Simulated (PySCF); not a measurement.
Molecule: C₅H₁₁O, charge 0, multiplicity 2. It need not be the lowest isomer of its formula. 
Coordinates optimised at B3LYP-D3(BJ)/def2-TZVP (Ansatz):
```xyz
17

C      3.2117     0.1792     0.0780
C      1.8976    -0.3995     0.4527
C      0.7050     0.2918    -0.2119
C     -0.6398    -0.2913     0.2128
C     -1.8190     0.3961    -0.4596
O     -3.0798    -0.1023    -0.0246
H      4.1274    -0.3772     0.2223
H      3.2923     1.2139    -0.2288
H      1.7627    -0.3499     1.5464
H      1.8806    -1.4708     0.2190
H      0.8125     0.2224    -1.2989
H      0.7321     1.3593     0.0314
H     -0.7598    -0.2113     1.2972
H     -0.6648    -1.3614    -0.0275
H     -1.7265     0.3179    -1.5510
H     -1.8263     1.4589    -0.2104
H     -3.1252    -1.0414    -0.2343
```
Charge 0, spin multiplicity 2.

Dispersion corrections to the total energy (kcal/mol) from the dftd3 and dftd4 libraries through PySCF: D3(BJ) without and D4 with the three-body term, each with the damping fitted for the functional named.

| functional | D3(BJ) | D4 |
|---|---|---|
| PW6B95 | … | -5.88 |
| PBE | -7.74 | -6.90 |
| PBE0 | -6.50 | -5.78 |
| LC-wPBE | … | -7.56 |
| r2SCAN | -2.22 | -1.86 |
| TPSSh | -8.64 | … |
| HSE06 | -4.68 | -5.32 |

Question: Complete the blanks.

Answer: 
- PW6B95, D3(BJ): -3.45
- LC-wPBE, D3(BJ): -6.82
- TPSSh, D4: -8.49
